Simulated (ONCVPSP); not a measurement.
# Plane-wave convergence, ONCV potential for Ru (Z = 44)

| Property | Result |
| --- | --- |
| Element | ruthenium |
| Generator | ONCVPSP 4.0.1 |
| Type | optimised norm-conserving Vanderbilt (ONCV) |
| Functional | PBE |
| Relativity | scalar-relativistic |
| Frozen core | [Ar] 3d10 |
| Valence charge | 16 |
| Reference configuration | 4s2 4p6 4d7 5s1 |
| Partial waves | 4s+5s: rc 1.85 bohr, ncon 4, nbas 8, qcut 5.9 1/bohr, 2 projectors; 4p: rc 1.05 bohr, ncon 3, nbas 6, qcut 6.5 1/bohr, 1 projector; 4d: rc 2.30 bohr, ncon 3, nbas 7, qcut 6 1/bohr, 2 projectors, debl 3.3 Ha |
| Local potential | polynomial inside 0.95 bohr (lpopt 1, dvloc0 -1 Ha) |
| Core correction | Teter function, fcfact 5, rcfact 1.05 |

For each optimised wave give the share of its norm inside rc, the residual kinetic energy above qcut (Ha) and the cutoffs (Ha) for errors of 10, 1, 0.1 and 0.01 mHa per electron.

| wave | norm inside rc | residual KE | 10 mHa | 1 mHa | 0.1 mHa | 0.01 mHa |
| --- | --- | --- | --- | --- | --- | --- |
| 4s | 0.978 | 1.6e-05 | 5.3 | 10.8 | 14.8 | 23.2 |
| 5s | 0.078 | 3.3e-05 | 4.3 | 10.6 | 15.6 | 30.7 |
| 4p | 0.463 | 1.2e-02 | 22.4 | 90.2 | 146.1 | not reached |
| 4d | 0.810 | 9.8e-06 | 11.6 | 14.1 | 16.2 | 18.0 |
| d projector 2 | 0.179 | 3.0e-04 | 14.0 | 16.7 | 27.0 | 61.5 |

The occupied waves need 90 Ha and 146 Ha for 1 and 0.1 mHa. Note: no bound ghost flagged; GHOST(+) flagged for s at 104.8 eV.
